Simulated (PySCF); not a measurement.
```xyz
4
charge 0 multiplicity 1, angstrom
Al    0.0000    0.0000    0.0000
Cl    2.0698    0.0000    0.0000
Cl   -1.0349    1.7925    0.0000
Cl   -1.0349   -1.7925    0.0000
```

Level of theory: PBE0 in PySCF with Al def2-TZVP, Cl def2-TZVP; no relativity; density-fitted integrals.

This geometry of AlCl₃ is a stationary point at this level.

What is the point group?

D3h.

Is it a minimum?

Yes: all harmonic wavenumbers are real.

List the harmonic modes with their infrared intensities.


```tsv
symmetry	ω (cm⁻¹)	IR (km/mol, summed over degenerate members)
e'	144	14.0
a2''	203	33.0
a1'	387	0.0
e'	626	346
```

Give the atomic charges and bond orders.


| atom | Mulliken | Löwdin | polar tensor | Mayer order to Al1 |
| --- | --- | --- | --- | --- |
| Al1 | 0.60 | -1.02 | 1.58 | – |
| Cl2,3,4 | -0.20 | 0.34 | -0.53 | 1.26 |

In D3h the vibrations span 2e' + a2'' + a1'. The a1' mode carries no infrared intensity, as symmetry demands.
